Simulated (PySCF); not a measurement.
## Atomic charges by several schemes

Compound: C2H11FS2Si3.
Atom-mapped SMILES: `[CH3:1][S:2][CH2:3][Si@H:4]([SiH2:5][F:6])[S:7][SiH3:8]` (hydrogens: H9, H10, H11 on C1; H12, H13 on C3; H14 on Si4; H15, H16 on Si5; H17, H18, H19 on Si8)

Structure used (GFN2-xTB), in Å, numbered top down from 1:
```
atom  x, y, z in Å
C1     3.9891   -0.3010   -0.2996
S2     2.4771    0.6981   -0.4326
C3     1.2422   -0.6234   -0.2784
Si4   -0.4936    0.1395   -0.3989
Si5   -0.9028    1.6285    1.3258
F6    -2.3958    2.1922    1.0613
S7    -1.7563   -1.6189   -0.3838
Si8   -3.7453   -0.8040   -0.4007
H9     4.0133   -1.0254   -1.1089
H10    4.0077   -0.8020    0.6645
H11    4.8285    0.3811   -0.3834
H12    1.4127   -1.3417   -1.0779
H13    1.4026   -1.1248    0.6751
H14   -0.6293    0.7023   -1.7511
H15   -0.0799    2.8291    1.3288
H16   -1.0131    1.0736    2.6739
H17   -4.0089   -0.2593    0.9223
H18   -3.7907    0.2255   -1.4290
H19   -4.5671   -1.9602   -0.7151
```

Density: PBE0/pcSseg-1 (PySCF); schemes: Mulliken, IAO, Hirshfeld and ESP-fitted. The structure is a single GFN2-xTB conformer in the gas phase; no vibrational or solvent corrections.

Task: What partial charge does each atom carry?

Result: In e:

```json
{"atom": "C1", "environment": "S-methyl carbon", "Mulliken": "-0.366", "IAO": "-0.500", "Hirshfeld": "-0.118", "ESP-fitted": "-0.479"}
{"atom": "S2", "environment": "sulfide sulfur", "Mulliken": "-0.077", "IAO": "+0.073", "Hirshfeld": "-0.012", "ESP-fitted": "-0.118"}
{"atom": "C3", "environment": "sp3 carbon bound to sulfur", "Mulliken": "-0.634", "IAO": "-0.616", "Hirshfeld": "-0.170", "ESP-fitted": "-0.559"}
{"atom": "Si4", "environment": "SiH silicon", "Mulliken": "+0.369", "IAO": "+0.527", "Hirshfeld": "+0.244", "ESP-fitted": "+0.149"}
{"atom": "Si5", "environment": "fluorine-bound silicon", "Mulliken": "+0.747", "IAO": "+0.805", "Hirshfeld": "+0.335", "ESP-fitted": "+0.592"}
{"atom": "F6", "environment": "silicon-bound fluorine", "Mulliken": "-0.438", "IAO": "-0.550", "Hirshfeld": "-0.206", "ESP-fitted": "-0.308"}
{"atom": "S7", "environment": "sulfur bonded to 2 Si", "Mulliken": "-0.536", "IAO": "-0.432", "Hirshfeld": "-0.183", "ESP-fitted": "-0.374"}
{"atom": "Si8", "environment": "SiH3 silicon", "Mulliken": "+0.461", "IAO": "+0.554", "Hirshfeld": "+0.300", "ESP-fitted": "+0.403"}
{"atom": "H9", "environment": "methyl hydrogen", "Mulliken": "+0.147", "IAO": "+0.154", "Hirshfeld": "+0.047", "ESP-fitted": "+0.163"}
{"atom": "H10", "environment": "methyl hydrogen", "Mulliken": "+0.145", "IAO": "+0.153", "Hirshfeld": "+0.045", "ESP-fitted": "+0.165"}
{"atom": "H11", "environment": "methyl hydrogen", "Mulliken": "+0.156", "IAO": "+0.170", "Hirshfeld": "+0.054", "ESP-fitted": "+0.221"}
{"atom": "H12", "environment": "methylene hydrogen", "Mulliken": "+0.184", "IAO": "+0.163", "Hirshfeld": "+0.043", "ESP-fitted": "+0.281"}
{"atom": "H13", "environment": "methylene hydrogen", "Mulliken": "+0.178", "IAO": "+0.156", "Hirshfeld": "+0.039", "ESP-fitted": "+0.248"}
{"atom": "H14", "environment": "Si–H hydrogen", "Mulliken": "+0.017", "IAO": "-0.094", "Hirshfeld": "-0.070", "ESP-fitted": "+0.011"}
{"atom": "H15", "environment": "Si–H hydrogen", "Mulliken": "-0.087", "IAO": "-0.118", "Hirshfeld": "-0.072", "ESP-fitted": "-0.108"}
{"atom": "H16", "environment": "Si–H hydrogen", "Mulliken": "-0.099", "IAO": "-0.121", "Hirshfeld": "-0.070", "ESP-fitted": "-0.101"}
{"atom": "H17", "environment": "Si–H hydrogen", "Mulliken": "-0.045", "IAO": "-0.111", "Hirshfeld": "-0.070", "ESP-fitted": "-0.071"}
{"atom": "H18", "environment": "Si–H hydrogen", "Mulliken": "-0.058", "IAO": "-0.114", "Hirshfeld": "-0.069", "ESP-fitted": "-0.070"}
{"atom": "H19", "environment": "Si–H hydrogen", "Mulliken": "-0.063", "IAO": "-0.099", "Hirshfeld": "-0.065", "ESP-fitted": "-0.044"}
```

Mean size of the charges over all atoms: IAO 0.290 e, Mulliken 0.253 e, ESP-fitted 0.235 e, Hirshfeld 0.116 e. Each set sums to the total charge, 0, to within 0.001 e. The Hirshfeld scheme divides the density at each point in proportion to the densities of the neutral, spherically averaged free atoms.

Lowest charge. The schemes don't all agree: Mulliken C3 (-0.634); IAO C3 (-0.616); Hirshfeld F6 (-0.206); ESP-fitted C3 (-0.559).

Highest charge. All schemes agree: Mulliken Si5 (+0.747); IAO Si5 (+0.805); Hirshfeld Si5 (+0.335); ESP-fitted Si5 (+0.592).

Task: Sum the charges by element, for elements with more than one atom.

Result: 
```json
{"element": "C", "atoms": "2", "Mulliken": "-1.001", "IAO": "-1.116", "Hirshfeld": "-0.288", "ESP-fitted": "-1.038"}
{"element": "S", "atoms": "2", "Mulliken": "-0.613", "IAO": "-0.360", "Hirshfeld": "-0.195", "ESP-fitted": "-0.492"}
{"element": "Si", "atoms": "3", "Mulliken": "+1.577", "IAO": "+1.886", "Hirshfeld": "+0.879", "ESP-fitted": "+1.143"}
{"element": "H", "atoms": "11", "Mulliken": "+0.474", "IAO": "+0.139", "Hirshfeld": "-0.190", "ESP-fitted": "+0.695"}
```

Task: How many electrons does the ESP-fitted scheme count on S2?

Result: Z − q = 16 − (-0.118) = 16.118.
